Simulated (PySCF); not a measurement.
**Assigning NMR signals**

Cartesian coordinates in Å; atom numbers follow the order of the lines, from 1:
```xyz
12

C    -1.4294   -0.3728    1.6351
C    -0.5732    0.0979    0.7224
C    -0.2193    1.4655    0.6730
N     0.0680    2.5750    0.6341
C     0.0495   -0.8169   -0.2946
O    -0.2280   -1.9961   -0.2912
Si    1.2786   -0.0709   -1.5767
H    -1.8935    0.2542    2.3779
H    -1.6725   -1.4238    1.6367
H     0.5351    0.9450   -2.3186
H     2.3708    0.5198   -0.8064
H     1.7151   -1.1775   -2.4177
```

- coordinates at the GFN2-xTB level
- shielding tensors at PBE0/pcSseg-1 (GIAO)
- code: PySCF 2.14.0 with density-fitted response routines
- non-relativistic, no solvent, equivalent nuclei averaged, a single conformation

Scale: 13C (σ = 186.93 ppm) and 1H (σ = 31.72 ppm) against TMS (reference shieldings calculated alike).

(1) Assign these signals to the numbered atoms. 13C{1H} NMR (computed): δ 225.8, 147.2, 127.5, 123.9.

(2) Assign these signals to the numbered atoms. 1H NMR (400 MHz, computed): δ 7.20 (br s, 1H), 6.54 (br s, 1H), 4.43 (s, 3H).

Results:

(1) 
| δ (ppm) | atoms | environment | reason |
| --- | --- | --- | --- |
| 225.8 | C5 | carbonyl carbon | – |
| 147.2 | C1 | β carbon of a C=C–C=O unit | conjugation with the carbonyl draws π density from the β position |
| 127.5 | C2 | α carbon of a C=C–C=O unit | the olefinic region |
| 123.9 | C3 | nitrile carbon | this is the usual window of a C≡N carbon, which has no attached hydrogen |

(2) 
7.20 → H9, hydrogen on a β carbon of a C=C–C=O unit: attached to an sp2 carbon and in the plane of the double bond
6.54 → H8, hydrogen on a β carbon of a C=C–C=O unit
4.43 → H10/H11/H12, hydrogen on a silicon bonded to C

Shifts are as computed. Against solution values, carbons near 30 ppm lie about +3 ppm off and those near 130 ppm about +5 ppm. Of 1211 compounds with measured shifts, 218 miss one by over three times the rms of a fit or turn the order of signals round; such compounds aren't used in these exercises. Multiplicities follow the n + 1 count of equivalent neighbours, as no J values were calculated; m marks all less simple cases, F and P coupling included.
